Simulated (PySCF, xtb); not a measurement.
CH3AlBrClO, SMILES [Br][Al]([O]C)[Cl]. Other conformers were not sampled.

Harmonic wavenumbers (cm⁻¹) from GFN2-xTB in xtb at its own minimum, in rising order: 31, 82, 103, 140, 163, 256, 347, 600, 710, 1137, 1139, 1222, 1417, 1473, 1474, 2973, 2975, 2982.

Task: What does TPSSh-D3(BJ)/def2-SVP (PySCF) give at its own minimum? (An estimate is asked for; the answer gives what the named calculation found.)

Result: 67, 75, 94, 128, 219, 228, 342, 585, 761, 1179, 1188, 1234, 1489, 1495, 1498, 3002, 3084, 3095. Paired by order, the mean absolute difference is 38 cm⁻¹ and the zero-point energies are 27.5 and 28.3 kcal/mol.
